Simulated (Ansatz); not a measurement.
`CC(C)C#N` and `CC(C)[SiH]` differ in one atom or group.

Ansatz, PBE0-D4/def2-TZVP geometries, multiplicity 1. 

```json
{"property": "HOMO energy (PBE/def2-TZVPP) / eV", "`CC(C)C#N`": "-7.88"}
{"property": "ideal-gas entropy at 298 K and 1 bar (rigid rotor, harmonic PBE0-D4/def2-TZVP) / J/(mol·K)", "`CC(C)C#N`": "314"}
{"property": "size of the dipole moment (PBE/def2-TZVPP) / D", "`CC(C)C#N`": "4.05"}
{"property": "zero-point energy (PBE0-D4/def2-TZVP) / kJ/mol", "`CC(C)C#N`": "269.7"}
{"property": "HOMO energy (B3LYP/def2-TZVPP) / eV", "`CC(C)C#N`": "-8.99"}
{"property": "LUMO energy (B3LYP/def2-TZVPP) / eV", "`CC(C)C#N`": "0.19"}
```

Q: What does the change do to each property? (Estimate.)

A: Computed: 
```json
{"property": "HOMO energy (PBE/def2-TZVPP) / eV", "`CC(C)[SiH]`": "-5.09", "shift": "2.79"}
{"property": "ideal-gas entropy at 298 K and 1 bar (rigid rotor, harmonic PBE0-D4/def2-TZVP) / J/(mol·K)", "`CC(C)[SiH]`": "308", "shift": "-6"}
{"property": "size of the dipole moment (PBE/def2-TZVPP) / D", "`CC(C)[SiH]`": "1.87", "shift": "-2.18"}
{"property": "zero-point energy (PBE0-D4/def2-TZVP) / kJ/mol", "`CC(C)[SiH]`": "262.5", "shift": "-7.2"}
{"property": "HOMO energy (B3LYP/def2-TZVPP) / eV", "`CC(C)[SiH]`": "-5.94", "shift": "3.05"}
{"property": "LUMO energy (B3LYP/def2-TZVPP) / eV", "`CC(C)[SiH]`": "-1.55", "shift": "-1.74"}
```

With PBE0 the HOMO rises by 3.11 eV and the LUMO falls by 1.88 eV, so the gap narrows by about 4.99 eV. PBE moves the HOMO by 2.79 eV and ωB97M-V by 3.36 eV. Dipoles are sizes alone; their direction can turn.

B3LYP here is the variant with VWN-RPA as its local correlation; programs differ in this.
